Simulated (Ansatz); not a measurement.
A run on CH$_{7}$B$_{2}$N (`BCBN`) with other settings.

```yaml
crystal:
  periodic: [false, false, false]
  atoms:
    - {symbol: B, position_ang: [-0.946451, 1.349166, 0.058867]}
    - {symbol: C, position_ang: [-0.443196, 0.142331, 0.871289]}
    - {symbol: B, position_ang: [0.061026, -0.859902, -0.252721]}
    - {symbol: N, position_ang: [1.397953, -0.901524, -0.631760]}
    - {symbol: H, position_ang: [-0.250549, 2.311409, -0.110926]}
    - {symbol: H, position_ang: [-2.015741, 1.322895, -0.482636]}
    - {symbol: H, position_ang: [0.370411, 0.382422, 1.560058]}
    - {symbol: H, position_ang: [-1.260823, -0.369945, 1.388176]}
    - {symbol: H, position_ang: [-0.702153, -1.586991, -0.822956]}
    - {symbol: H, position_ang: [1.746366, -1.527078, -1.337336]}
    - {symbol: H, position_ang: [2.108557, -0.319784, -0.219455]}
basis:
  gaussian: {orbitals: def2-mTZVPP}
total_charge: 1
magnetization: {spin_polarized: true, initial_magnetization: 1}
hamiltonian: {xc: {name: r2SCAN0}, pseudopotentials: {relativity: none}}
```

```sh
$ ansatz run in.yaml --threads 2 --pin off --events-out ev --progress --plain --max-ram 4352MiB
```

Shortened log:

```
Functional definition: r2SCAN0
1092 factors; their error is unknown
mean field evaluation 1: about -3966.3677 eV, gradient 6.0e1 eV
mean field evaluation 2: about -3926.9936 eV, gradient 9.1e1 eV
mean field evaluation 4: about -3979.6576 eV, gradient 2.1e1 eV
mean field evaluation 8: about -3982.4138 eV, gradient 9.2e-1 eV
mean field evaluation 16: about -3982.4848 eV, gradient 1.2e-1 eV
mean field evaluation 32: about -3982.4771 eV, gradient 1.2e-4 eV
mean field -3982.47707263 eV, -146.3533329992 hartree, gradient 1.2e-5 eV, S^2 0.780610; 4 other end points of the search recorded, 0 dependent functions left out
reference -3982.47708343 eV, -146.3533333960 hartree; 15, 14 occupied and 101, 102 virtual orbitals, 1092 factors
Total energy: -3982.47708343 eV, -146.3533333960 hartree
```

Hardware: 2 threads of an Arm Neoverse V1 on a shared host. Wall time 16 s, peak host memory 0.39 GiB.
